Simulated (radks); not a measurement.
The numbers below are computed, except where a source is named.
Ionisation of the iridium ion Ir+, [Xe] 4f14 5d7 6s1, to Ir2+, [Xe] 4f14 5d7, under several functionals. Dirac Kohn-Sham, spin-unpolarised, spherical densities, finite nucleus; open shells are shared between the two j in proportion to 2j + 1; a radial shooting solver on a logarithmic mesh with Libxc functionals.

| functional | E(Ir+) (hartree) | Exc (hartree) | IE (eV) | -e(HOMO) (eV) | <r> HOMO (bohr) | IE error (eV) |
|---|---|---|---|---|---|---|
| BP86 | -17856.3069 | -350.7759 | 17.639 | 13.756 | 2.690 | +0.639 |
| RPBE | -17854.7000 | -349.1585 | 17.322 | 13.432 | 2.716 | +0.322 |
| PBEsol | -17849.1146 | -343.5162 | 17.495 | 13.611 | 2.691 | +0.495 |
| PW91 | -17855.9212 | -350.3923 | 17.552 | 13.643 | 2.704 | +0.552 |
| XLYP | -17856.1876 | -350.6420 | 17.574 | 13.600 | 2.722 | +0.574 |
| LDA (Slater exchange, Perdew-Wang correlation) | -17844.0849 | -338.4423 | 17.838 | 13.903 | 2.688 | +0.838 |

NIST Atomic Spectra Database: 17.0 eV (semi-empirical). Closest: RPBE. The Delta-SCF values span 0.52 eV, the total energies 12.22 hartree. The highest occupied level is 6s1/2. Spin polarisation and multiplet splitting are left out, so open shells lie too high by an amount that depends on their filling. Sharing an open shell by 2j + 1 raises it above the true ground level by a part of the spin-orbit splitting, which enters the differences from NIST.

Beside tabulated values, note that spin-unpolarised runs miss the spin-polarisation part of the exchange energy of open shells.
